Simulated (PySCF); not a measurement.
**Levels of Si+ from EOM-EA-GCCSD**

Reference: closed-shell Si(2+), [Ne] 3s2; one electron is added. Calculated with PySCF 2.14, two-component X2C-1e with screened spin-orbit coupling, x2c-TZVPPall-2c with one added diffuse shell each of s, p, d type (6s7p4d1f, 54 functions); frozen nothing; all 96 virtual spinors kept. No Breit or QED terms. Binding energies in eV.

| level | Koopmans |
| --- | --- |
| 3p1/2 | 15.504 |
| 3p3/2 | 15.466 |
| 4s1/2 | 7.854 |
| 4p1/2 | 5.977 |
| 4p3/2 | 5.970 |

Problem. How does correlation move these levels?

Solution. 3p1/2: second order 16.264, EOM-CCSD 16.196, NIST 16.346; 3p3/2: second order 16.225, EOM-CCSD 16.159, NIST 16.310; 4s1/2: second order 8.156, EOM-CCSD 8.172, NIST 8.225; 4p1/2: second order 6.172, EOM-CCSD 6.203, NIST 6.279; 4p3/2: second order 6.164, EOM-CCSD 6.195, NIST 6.272.

Only part of the computed levels is shown.

The screened spin-orbit operator tends to give fine-structure splittings of light species too large.

The highest levels are limited by the diffuse functions of the basis.
